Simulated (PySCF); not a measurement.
ClGeH₇Si₂, GeH₆Si₂ (calculated)

Calculation on a computer-drawn molecule: the log of a Hartree-Fock and frozen-core CCSD(T) single point meant for a local Hartree-Fock minimum, with one planted fault or none, to be diagnosed. Offsets are logged minus clean, where the clean run is the same molecule without the fault. The reference is restricted for singlets and unrestricted otherwise, and also for a bond in bohr or an excited solution. Adding or removing an electron swaps singlet and doublet. The excited solution moves the top pair (singlet) or top alpha electron (doublet) to the lowest empty orbital. Highest occupied and lowest empty are orbital energies over both spins, largest force is the largest gradient component, triples share is (T) over the correlation energy, the T1 limit is 0.02 restricted and 0.045 unrestricted, electrons count all cores, a negative frequency is imaginary (commonest isotopes), and the dipole is about the centre of nuclear charge; on germanium a core potential holds 10 electrons, which the energies leave out, and 3d is frozen in MP2 and coupled-cluster steps. Program: PySCF 2.14.0.

Common to all runs: meant charge 0; meant multiplicity 1; meant basis cc-pV(D+d)Z; meant basis and core potential on germanium cc-pVDZ-PP ECP10MDF; logged SCF converged yes; logged spin squared 0; possible faults no fault, one electron removed, one electron added, multiplicity raised by two, geometry at a saddle point, SCF held on an excited solution, minimal basis STO-3G, one bond length entered in bohr, all coordinates scaled.

```yaml
- entry: 1
  formula: ClGeH7Si2
  logged_structure:
    atoms_angstrom:
      - [Si, -1.4497, 0.362, 1.4938]
      - [Si, -0.3904, 0.6212, -0.6037]
      - [Cl, -1.579, -0.3347, -2.0447]
      - [Ge, 1.8171, -0.3295, -0.7154]
      - [H, -1.5341, -1.0777, 1.8297]
      - [H, -0.6499, 1.0575, 2.5312]
      - [H, -2.8104, 0.9436, 1.4493]
      - [H, -0.3384, 2.0503, -0.983]
      - [H, 2.3924, -0.1607, -2.1235]
      - [H, 1.7628, -1.8192, -0.3658]
      - [H, 2.7341, 0.38, 0.2889]
  given:
    logged_electrons: 84
    logged_basis_functions: 127
    "logged_highest_occupied [eV]": -3.2783
    "logged_lowest_empty [eV]": -4.3007
    "logged_largest_force [hartree/bohr]": 0.056414
    logged_CC_converged: "no"
    "logged_dipole_magnitude [debye]": 2.3427
    logged_SCF_stable_within_its_kind: "no"
    "logged_energy_HF [hartree]": -1334.36053
    drawn_bonds_atom: [1, 2, 2, 1, 1, 1, 2, 4, 4, 4]
    drawn_bonds_other_atom: [2, 3, 4, 5, 6, 7, 8, 9, 10, 11]
    drawn_bonds_order: [1, 1, 1, 1, 1, 1, 1, 1, 1, 1]
  results:
    planted_fault: "SCF held on an excited solution"
    "HF_energy_offset_from_clean_run [kcal/mol]": 322.7
  notes: ["CCSD not converged"]
- entry: 2
  formula: GeH6Si2
  logged_structure:
    atoms_angstrom:
      - [Si, -0.5051, 2.1946, 0.23]
      - [Si, 0.1757, -0.0393, -0.6862]
      - [Ge, 2.1503, -0.9216, 0.6028]
      - [H, -1.0371, 1.537, 1.5619]
      - [H, -0.9701, -1.0736, -0.5656]
      - [H, 0.5838, 0.0416, -2.1758]
      - [H, 3.3378, 0.1483, 0.6192]
      - [H, 2.7006, -2.2663, -0.0574]
      - [H, 1.7399, -1.2254, 2.1153]
  given:
    logged_electrons: 66
    logged_basis_functions: 99
    "logged_highest_occupied [eV]": -8.6365
    "logged_lowest_empty [eV]": -0.19413
    "logged_largest_force [hartree/bohr]": 0.020007
    logged_T1_diagnostic: 0.015551
    logged_D1_diagnostic: 0.035521
    logged_triples_share: 0.029146
    logged_CC_converged: "yes"
    "logged_dipole_magnitude [debye]": 0.57166
    logged_SCF_stable_within_its_kind: "yes"
    "logged_energy_HF [hartree]": -874.66027
    "logged_energy_CCSD(T) [hartree]": -875.02371
    drawn_bonds_atom: [1, 2, 1, 2, 2, 3, 3, 3]
    drawn_bonds_other_atom: [2, 3, 4, 5, 6, 7, 8, 9]
    drawn_bonds_order: [1, 1, 1, 1, 1, 1, 1, 1]
  results:
    planted_fault: "all coordinates scaled, by +4.1 %"
    "HF_energy_offset_from_clean_run [kcal/mol]": 6.526
    "CCSD(T)_energy_offset_from_clean_run [kcal/mol]": 5.036
```
